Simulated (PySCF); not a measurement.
Nb(NH)(F)(NH2)2 (FH5N3Nb), SMILES [NH]=[Nb]([NH2])([NH2])[F], multiplicity 1. Heavy atoms are numbered as in [Nb:1](=[NH:2])([F:4])([NH2:5])[NH2:8]. Hydrogens are named by the atom that carries them.

Geometry: B3LYP-D3(BJ)/def2-SVP. The spin state was assumed, not searched. The structure was generated by enumeration; whether it is a known compound was not checked. The def2 effective core potentials stand for the cores of Nb; spin–orbit coupling is left out. Other conformers were not sampled.

Method: PBE/def2-TZVP (PySCF).

ESP charges are fitted to the potential on shells at 1.4 to 2.0 van der Waals radii. Atomic charges (e), one atom of each kind:

```json
[
 {"atom": "Nb1", "ESP fit": "1.84", "Mulliken": "1.62", "Löwdin": "0.59"},
 {"atom": "N2 (NH)", "ESP fit": "-0.99", "Mulliken": "[?]", "Löwdin": "-0.35"},
 {"atom": "H on N2", "ESP fit": "0.43", "Mulliken": "[?]", "Löwdin": "0.14"},
 {"atom": "F4", "ESP fit": "-0.47", "Mulliken": "[?]", "Löwdin": "-0.26"},
 {"atom": "N5 (NH2)", "ESP fit": "-1.28", "Mulliken": "-0.82", "Löwdin": "-0.37"},
 {"atom": "H on N5", "ESP fit": "0.44", "Mulliken": "0.23", "Löwdin": "0.15"}
]
```

Question: What belongs in the gaps? (Estimate from the structure and the level; the computed values follow.)

Answer: 
- N2 (NH), Mulliken: -0.72
- H on N2, Mulliken: 0.22
- F4, Mulliken: -0.46
